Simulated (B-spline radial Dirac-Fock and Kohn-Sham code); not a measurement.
## Si⁷⁺: photoemission with Al Kα (taken as 1486.9 eV) photons

System: Si⁷⁺ in the configuration [He] 2s2 2p3.

The computed values come from an atomic code on a B-spline grid: the independent-particle Dirac-Slater model, thresholds from Dirac-Fock. The asymmetry parameter β is from the dipole term alone. Kinetic energies are from the vacuum level. Open shells are spread statistically over j, without multiplet splitting.

```
subshell  electrons  binding (eV)  kinetic (eV)  σ (kb)     β
      2s          2         334.7        1152.2       ?     ?
   2p1/2          1         298.6        1188.3    2.46  1.04
   2p3/2          2         297.7        1189.2    4.83  1.04
```

Q: What are σ and β for 2s?

A: σ = 16.1 kb, the largest of all subshells and 69 % of the total, and β = 2.00.
